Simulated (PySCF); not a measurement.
C2H6AlClS, SMILES [CH3][Al]([S]C)[Cl]. Atoms are numbered in the order given.

```xyz
11

Al    -0.1225     0.3579     0.3479
Cl     0.8066     2.2385     0.0287
C     -1.3346     0.0627     1.8539
H     -2.3466    -0.2344     1.5074
H     -1.4377     0.9853     2.4594
H     -0.9640    -0.7443     2.5201
S      0.3999    -1.1650    -1.1326
C     -0.5756    -2.6145    -0.5365
H     -1.1529    -2.3926     0.3812
H      0.1211    -3.4481    -0.3270
H     -1.2777    -2.9224    -1.3343
```
Charge 0, spin multiplicity 1.

Coordinates come from a PBE-D3(BJ)/def2-SVP optimisation. The structure was generated by enumeration; whether it is a known compound was not checked. One conformer was computed; it need not be the lowest.

The numbers are results of PBE-D3(BJ)/def2-SVP (PySCF), not measurements.

Frequencies are harmonic and unscaled.

| mode | ν (cm⁻¹) | IR (km/mol) | moving atoms (share of kinetic energy) |
|---|---|---|---|
| 1 | 32 | 0.3 | H 93 % |
| 2 | 47 | 0.2 | H 76 %, S 9 % |
| 3 | 79 | 0.4 | H 47 %, C 30 %, S 14 % |
| 4 | 112 | 1.9 | C 36 %, Cl 22 %, Al 15 %, H 15 %, S 11 % |
| 5 | 153 | 4.4 | C 43 %, H 25 %, Cl 17 %, S 10 % |
| 6 | 171 | 11.0 | Al 65 %, H 17 % |
| 7 | 197 | 1.0 | C 30 %, S 23 %, Cl 21 %, H 16 %, Al 9 % |
| 8 | 406 | 10.2 | S 34 %, C 25 %, Cl 23 %, Al 9 % |
| 9 | 543 | 74.5 | Al 49 %, Cl 19 %, H 14 %, S 14 % |
| 10 | 633 | 29.4 | H 77 %, C 18 % |
| 11 | 666 | 72.3 | Al 42 %, C 35 %, H 15 % |
| 12 | 682 | 139.4 | H 59 %, C 20 %, Al 19 % |
| 13 | 691 | 3.9 | C 55 %, S 27 %, H 12 % |
| 14 | 927 | 6.3 | H 84 %, C 15 % |
| 15 | 937 | 7.1 | H 82 %, C 15 % |
| 16 | 1161 | 17.8 | H 80 %, C 20 % |
| 17 | 1285 | 10.9 | H 87 %, C 12 % |
| 18 | 1372 | 0.6 | H 96 % |
| 19 | 1375 | 6.8 | H 95 % |
| 20 | 1401 | 1.4 | H 96 % |
| 21 | 1409 | 5.6 | H 95 % |
| 22 | 2971 | 0.7 | H 97 % |
| 23 | 2986 | 20.8 | H 98 % |
| 24 | 3065 | 1.3 | H 91 %, C 9 % |
| 25 | 3082 | 1.7 | H 91 %, C 9 % |
| 26 | 3095 | 1.6 | H 90 %, C 10 % |
| 27 | 3095 | 1.6 | H 90 %, C 10 % |
